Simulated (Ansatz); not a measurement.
A nudged elastic band was laid between two geometries of AlH$_{7}$N$_{2}$O (11 atoms, charge 0, multiplicity 1).

These are results of RKS B3LYP-D4/6-31G* (Ansatz 0.2.0), not measurements.

- movable images: 7
- climbing image: yes
- spring: 5.0 eV/Å²
- optimiser: quadratic models (default)
- start path: through a guess of the saddle point
- force threshold: 0.05 eV/Å
- iteration limit: 53
- end points: relaxed

First end point:

```xyz
11
Properties=species:S:1:pos:R:3
Al -0.170 -0.044 0.123
H -0.185 -1.030 1.378
N 1.499 0.406 -0.583
H 2.282 -0.203 -0.363
H 1.575 0.642 -1.570
N -1.570 -0.036 -0.997
H -2.509 -0.294 -0.720
H -1.597 0.432 -1.895
O 0.084 1.745 1.092
H 0.980 1.724 0.629
H 0.242 1.627 2.044
```

Last end point:

```xyz
11
Properties=species:S:1:pos:R:3
Al 0.002 0.699 -0.567
H 0.046 -0.019 3.192
N 1.562 0.070 -1.148
H 1.661 -0.698 -1.800
H 2.474 0.421 -0.886
N -1.539 0.090 -1.204
H -1.653 -0.597 -1.937
H -2.439 0.409 -0.872
O -0.100 1.920 0.639
H 0.683 2.234 1.105
H -0.066 0.441 2.616
```

Question: What changes between the two ends?

Answer: Bonds broken: Al1–H2, O9–H11. Bonds formed: H2–H11. AlH7N2O becomes AlH5N2O + H2.

Question: Give the energies along the band, and the barrier.

Answer: The forces met the threshold. The highest image is number 3 of 0 to 8, 19.4 kcal/mol above the first end and 28.5 kcal/mol above the last; the last end lies 9.1 kcal/mol below the first. The profile has 3 maxima (images 1, 3, 6) with wells between them (images 2, 5): this band takes more than one step, which may be the mechanism or a detour left from its start path. A vibrational analysis at the climbing image gives one clearly imaginary mode, 1263i cm⁻¹: a first-order saddle point. The orbitals stay closed-shell, which can raise the energy where a bond breaks towards radicals; this wasn't checked here.

```csv
image,path coordinate (Å),energy (kcal/mol),Al1–H2 (Å),O9–H11 (Å),H2–H11 (Å)
0,0.00,0.0,1.60,0.97,2.77
1,1.72,6.2,1.61,0.97,2.55
2,3.45,1.4,1.60,0.97,2.49
3,5.17,19.4,1.80,1.22,1.08
4,6.43,-7.1,2.81,2.26,0.75
5,7.70,-9.0,3.72,2.48,0.74
6,8.97,-5.7,3.75,2.45,0.75
7,10.23,-7.4,3.75,2.51,0.75
8,11.49,-9.1,3.83,2.47,0.75
```

Question: What is the geometry of the highest image?

Answer: 
```xyz
11
Properties=species:S:1:pos:R:3:forces:R:3
Al -0.028 0.346 -0.074 0.00 0.00 0.00
H -0.220 -0.234 1.621 0.00 0.00 0.00
N 1.555 0.185 -0.888 0.01 0.00 0.00
H 1.755 -0.563 -1.541 0.00 0.00 0.00
H 2.415 0.654 -0.637 0.00 0.00 0.00
N -1.528 -0.100 -0.921 0.00 0.00 0.00
H -2.384 -0.375 -0.458 0.00 0.00 0.00
H -1.690 0.036 -1.910 0.00 0.00 0.00
O 0.000 1.866 1.051 -0.01 0.01 0.00
H 0.851 2.315 1.191 0.00 0.00 0.00
H -0.093 0.838 1.702 0.00 -0.01 0.00
```

Run time: 7.7 min on 1 thread of Arm Neoverse V2, on a shared host, peak memory 0.15 GiB.
